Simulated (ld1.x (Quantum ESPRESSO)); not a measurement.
# BP86 TM dataset for tin, scalar-relativistic all-electron reference.

ld1.x (Quantum ESPRESSO) 7.5 was run on this input:

```
&input
   title='Sn', zed=50., rel=1, dft='BP', iswitch=3,
   config='[Kr] 4d10 5s2 5p1',
   nld=3, rlderiv=2.30, eminld=-4.0, emaxld=5.0, deld=0.02
 /
 &inputp
   pseudotype=2, tm=.true., lloc=2,
   nlcc=.false.,
   file_pseudopw='Sn.UPF', file_wfcaegen='ae.wfc', file_wfcncgen='nc.wfc', file_beta='beta', file_chi='chi'
 /
3
5S  1  0   2.00   0.00  2.10  2.10  0.0
5P  2  1   1.00   0.00  1.70  1.70  0.0
4D  3  2  10.00   0.00  1.30  1.30  0.0
 &test
   configts(1)='4d10 5s2 5p1'
 /
```

Command:

```bash
ld1.x < Sn.in > Sn.out
```

Output (shortened: banner, matrices, multipoles, cross overlaps and the repeated all-electron block are left out):

```
Program LD1 v.7.5
     --------------------------- All-electron run ----------------------------

     Sn
     scalar relativistic calculation

     atomic number is 50.00
     dft =BP   lsd =0 sic =0 latt =0  beta=0.20 tr2=1.0E-14
     Exchange-correlation= BP
                           (   1   1   1   1   0   0   0)
     mesh =1243 r(mesh) = 100.78374 a.u. xmin = -7.00 dx = 0.01250
     1 Ry =  13.60569312 eV, c = 137.03599908

     n l     nl                  e(Ry)          e(Ha)          e(eV)
     1 0     1S 1( 2.00)     -2133.5072     -1066.7536    -29027.8449
     2 0     2S 1( 2.00)      -322.5849      -161.2925     -4388.9916
     2 1     2P 1( 6.00)      -289.6486      -144.8243     -3940.8697
     3 0     3S 1( 2.00)       -62.7333       -31.3667      -853.5303
     3 1     3P 1( 6.00)       -51.9710       -25.9855      -707.1017
     4 0     4S 1( 2.00)       -10.4390        -5.2195      -142.0304
     4 1     4P 1( 6.00)        -7.1870        -3.5935       -97.7841
     3 2     3D 1(10.00)       -35.4017       -17.7008      -481.6645
     4 2     4D 1(10.00)        -2.4917        -1.2458       -33.9008
     5 0     5S 1( 2.00)        -1.3238        -0.6619       -18.0116
     5 1     5P 1( 1.00)        -0.7664        -0.3832       -10.4276

     final scf error:  8.8E-15 reached in  23 iterations

     Etot =  -12356.141126 Ry,   -6178.070563 Ha, -168113.864342 eV

     Ekin =   12900.961945 Ry,    6450.480972 Ha,  175526.529211 eV
     Encl =  -29848.557439 Ry,  -14924.278720 Ha, -406110.312686 eV
     Eh   =    4922.830326 Ry,    2461.415163 Ha,   66978.518715 eV
     Exc  =    -331.375957 Ry,    -165.687979 Ha,   -4508.599583 eV

     normalization and overlap integrals

     s(1S/1S) =  1.000000  <r> =   0.0291  <r2> =    0.0011  r(max) =   0.0188
     s(2S/2S) =  1.000000  <r> =   0.1255  <r2> =    0.0186  r(max) =   0.1054
     s(2P/2P) =  1.000000  <r> =   0.1096  <r2> =    0.0147  r(max) =   0.0853
     s(3S/3S) =  1.000000  <r> =   0.3394  <r2> =    0.1317  r(max) =   0.3090
     s(3P/3P) =  1.000000  <r> =   0.3377  <r2> =    0.1323  r(max) =   0.3013
     s(4S/4S) =  1.000000  <r> =   0.8183  <r2> =    0.7578  r(max) =   0.7412
     s(4P/4P) =  1.000000  <r> =   0.8856  <r2> =    0.8965  r(max) =   0.7890
     s(3D/3D) =  1.000000  <r> =   0.3146  <r2> =    0.1175  r(max) =   0.2498
     s(4D/4D) =  1.000000  <r> =   1.0970  <r2> =    1.4305  r(max) =   0.8829
     s(5S/5S) =  1.000000  <r> =   2.3038  <r2> =    6.0130  r(max) =   1.9897
     s(5P/5P) =  1.000000  <r> =   2.8824  <r2> =    9.4878  r(max) =   2.4302

     ------------------------ End of All-electron run ------------------------

     --------------------- Generating NC pseudopotential ---------------------

      Generating local pot.: lloc=2, matching radius rcloc =   1.3000

      Wfc   5S  rcut= 2.092  Using Troullier-Martins method

      Wfc   5P  rcut= 1.713  Using Troullier-Martins method

     ------------------- End of pseudopotential generation -------------------

     Computing logarithmic derivative in   2.29733
     Message from routine run_pseudo:
     Warning: convergence not achieved
     Computing logarithmic derivative in   2.29733
     Computing the partial wave expansion
     R is outside the sphere for l=    0 j= 0.00
     R is outside the sphere for l=    1 j= 0.00
       no projector for channel:   2

     ---------------------- Testing the pseudopotential ----------------------

     Sn
     scalar relativistic calculation

     atomic number is 50.00   valence charge is 14.00
     dft =BP   lsd =0 sic =0 latt =0  beta=0.20 tr2=1.0E-14
     mesh =1243 r(mesh) = 100.78374 xmin = -7.00 dx = 0.01250

     n l     nl             e AE (Ry)        e PS (Ry)    De AE-PS (Ry)
     3 2     4D   1(10.00)       -2.49166       -2.49168        0.00002
     1 0     5S   1( 2.00)       -1.32383       -1.32383        0.00000
     2 1     5P   1( 1.00)       -0.76641       -0.76641       -0.00001

     eps = 8.5E-10  iter =201

     Etot =  -12356.141126 Ry,   -6178.070563 Ha, -168113.864342 eV
     Etotps =  -135.415689 Ry,     -67.707845 Ha,   -1842.424312 eV

     Ekin =     102.319210 Ry,      51.159605 Ha,    1392.123777 eV
     Encl =    -335.985355 Ry,    -167.992678 Ha,   -4571.313637 eV
     Ehrt =     111.845255 Ry,      55.922627 Ha,    1521.732211 eV
     Ecxc =     -16.063713 Ry,      -8.031857 Ha,    -218.557953 eV
     Epseu=       2.468914 Ry,       1.234457 Ha,      33.591291 eV

     ---------------------- End of pseudopotential test ----------------------
```

Note: ghost states, extra bound levels that the all-electron valence spectrum of the same l lacks: s at -197.3 eV, p at -50.7 eV. A true bound ghost makes a file unfit for plane-wave use.

Generation and configuration tests took about 3 s on one core of a shared server CPU.
